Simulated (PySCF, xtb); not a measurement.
AlFH₅NO₂Si, SMILES [OH][Al]([NH][SiH2]F)[OH]. One conformer was computed; it need not be the lowest.

Harmonic wavenumbers (cm⁻¹) from GFN2-xTB (xtb 6.7.1) at its own minimum, in rising order: 25, 66, 75, 164, 205, 227, 266, 272, 280, 305, 357, 370, 542, 573, 590, 730, 788, 798, 832, 937, 965, 1088, 2261, 2294, 3425, 3784, 3798.

What does PBE-D3(BJ)/def2-SVP (PySCF) give at its own minimum? (Estimate from the structure and the level; the computed values follow.)

45, 49, 103, 198, 241, 250, 276, 307, 319, 472, 532, 582, 603, 680, 775, 809, 844, 909, 922, 933, 945, 1096, 2173, 2191, 3493, 3816, 3822. Paired by order, the mean absolute difference is 68 cm⁻¹ and the zero-point energies are 37.2 and 39.2 kcal/mol.
